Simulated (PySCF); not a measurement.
Bond curve of LiSn⁺

Set-up: PySCF, scalar-relativistic core potentials, basis sets Li cc-pVDZ, Sn cc-pVDZ-PP with ECP28. Energies in eV from Li⁺ + Sn in their ground configurations at the same level. State: ³Π (triplet), unpaired electrons σ ↑, π ↑.

All columns are r²SCAN. A positive dipole points towards Sn; it is taken about the centre of mass and depends on that origin.

| R (Å) | E (eV) | μ (D) | Mulliken charge on Li (basis-dependent) | HOMO (eV) | LUMO (eV) | Mayer bond order | ⟨S²⟩ |
| --- | --- | --- | --- | --- | --- | --- | --- |
| 2.593 | -0.648 | -7.85 | 0.41 | -9.48 | -8.99 | 0.80 | 2.01 |
| 2.713 | -0.746 | -8.32 | 0.46 | -9.35 | -8.85 | 0.74 | 2.01 |
| 2.834 | -0.802 | -8.80 | 0.50 | -9.22 | -8.72 | 0.69 | 2.01 |
| 2.925 | -0.824 | -9.16 | 0.53 | -9.13 | -8.63 | 0.65 | 2.01 |
| 3.015 | -0.832 | -9.53 | 0.56 | -9.05 | -8.54 | 0.61 | 2.01 |
| 3.106 | -0.830 | -9.91 | 0.59 | -8.97 | -8.46 | 0.58 | 2.01 |
| 3.226 | -0.815 | -10.41 | 0.62 | -8.86 | -8.35 | 0.55 | 2.01 |
| 3.377 | -0.781 | -11.06 | 0.65 | -8.74 | -8.23 | 0.51 | 2.01 |
| 3.558 | -0.728 | -11.86 | 0.69 | -8.60 | -8.09 | 0.47 | 2.00 |
| 3.799 | -0.646 | -12.96 | 0.72 | -8.43 | -7.91 | 0.42 | 2.00 |

A fit through these points gives, at Re = 3.039 Å, μ = -9.63 D and dμ/dR = -4.13 D/Å; the reduced mass is 6.628 u.

Question: How strong is the fundamental in the double-harmonic approximation, I = 42.26·(dμ/dR)²/μred km/mol?

Answer: I = 42.26·(-4.13)²/6.628 = 109 km/mol at r²SCAN.

These are scalar-relativistic numbers at best; spin–orbit coupling would shift them, the dissociation energy most. For an ion De counts to the pair picked by the measured ionisation energies or electron affinities, which need not be the lowest pair at this level. The state was picked by a PBE0 search and need not be the measured ground state.
